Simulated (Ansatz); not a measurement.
Computed with Ansatz on PBE0-D4/def2-TZVP structures; ΔE is electronic, products minus reactants. CBS: MP2 limit from def2 TZ/QZ plus the TZ coupled-cluster correction, frozen cores. This one scheme is used for every species, atoms too. DFT in def2-TZVPP. B3LYP here is the variant with VWN-RPA as its local correlation; programs differ in this. Open shells (•) are unrestricted, without spin–orbit coupling. Spin–orbit coupling would lower the free atoms: a little for C, Cl; clearly for Ge. For Ge outer-core shells are correlated without core-valence functions, so the limit isn't a true one: a few kJ/mol of doubt a bond, and 10 to 20 or more in all where bonds break to atoms. Scalar relativity is left out up to krypton.

`[Cl][GeH]1[CH]=[CH]1` → 2 C• + Cl• + Ge• + 3 H•  (atomization)

(1) What is ΔE at CCSD(T)/CBS? (Best estimate.)

(2) What do these levels give: r2SCAN-D4, ωB97M-V, PBE-QIDH, revPBE, B3LYP, MP2/def2-SVP, MP2/def2-TZVPP, SCS-MP2/def2-TZVPP, CCSD(T)/def2-TZVPP, MP2/def2-QZVPP, HF/CBS(def2), MP2/CBS(def2)? (Best estimate.)

Largest T1 diagnostic among the species: 0.011.

Answers

(1) Computed: +2466.3 kJ/mol.

(2) The calculation gave: r2SCAN-D4 2480.1, ωB97M-V 2458.1, PBE-QIDH 2468.0, revPBE 2414.5, B3LYP 2410.3, MP2/def2-SVP 2364.3, MP2/def2-TZVPP 2463.1, SCS-MP2/def2-TZVPP 2428.4, CCSD(T)/def2-TZVPP 2403.2, MP2/def2-QZVPP 2499.8, HF/CBS(def2) 1736.4, MP2/CBS(def2) 2526.2 kJ/mol.

In def2-TZVPP, CCSD(T) changes the Hartree–Fock value by +668.4 kJ/mol (the triples alone add +54.7 kJ/mol) and MP2 by +728.3 kJ/mol; breaking electron pairs costs correlation energy, which Hartree–Fock lacks. From BLYP to BHLYP (50 % exact exchange), in def2-TZVPP and without D4, ΔE moves by −60.5 kJ/mol: exact exchange takes away binding that semilocal exchange gives to molecules. Leaving LDA and LC-ωPBE aside and taking each functional with its dispersion term where it has one, the values, not all of them listed here, spread over 170.1 kJ/mol, from BHLYP-D4 to PBE-D4. LDA lies +345.6 kJ/mol from PBE without D4, its usual overbinding.

For atomizations the MP2-based limit and the directly extrapolated one differ by several kJ/mol either way, and by 10 to 25 for some Ge, Se and Sn compounds, so smaller differences from it don't rank the levels.
